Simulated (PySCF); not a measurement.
Radial density of Ti¹⁰⁺ (titanium, charge +10)

B97-3, [Ne] 3s2, closed-shell 1S. Computed with PySCF 2.14 in an even-tempered Gaussian basis (19 s from 0.59 bohr⁻², ratio 2.5; 12 p from 0.76 bohr⁻², ratio 2.5; 5 d from 3.3 bohr⁻², ratio 2.7; 4 f from 5 bohr⁻², ratio 2.7), with scalar relativity by spin-free X2C-1e.

```
r (bohr)  4πr²ρ (e/bohr)
 0.00124          0.1716
 0.00208          0.4441
 0.00350           1.125
 0.00589           2.741
 0.00990           6.250
  0.0167           12.72
  0.0280           21.34
  0.0471           26.15
  0.0793           21.40
   0.133           19.69
   0.224           27.27
   0.377           15.42
   0.635           3.974
    1.07           1.935
    1.80         0.06439
    3.02       7.550e-05
```

Densities and radii are taken from the X2C orbitals without a picture-change correction, which distorts them close to the nucleus.
